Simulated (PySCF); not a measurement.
C2H5Se, SMILES CC[Se] (connectivity only; charge and spin as stated), charge -1, multiplicity 1.

The structure is a stationary point at B3LYP-D3(BJ)/def2-SVPD. The spin state was assumed, not searched. The isomer is the one that the SMILES or the coordinates give; other isomers of the formula were not compared.

Calculation: B3LYP/def2-TZVPD (PySCF).

Symmetry labels are those of the subgroup Cs that the program uses (full group Cs).

Question: List the valence orbital energies around the gap with their symmetry. (The exact figures need the calculation; the answer reports its results.)

Answer: 
```csv
orbital,symmetry,energy (eV)
HOMO−7,A',-10.29
HOMO−6,A",-7.66
HOMO−5,A',-7.03
HOMO−4,A',-5.69
HOMO−3,A",-5.14
HOMO−2,A',-2.99
HOMO−1,A',0.11
HOMO,A",0.15
LUMO,A',3.58
LUMO+1,A',3.80
LUMO+2,A',4.10
LUMO+3,A",4.20
```
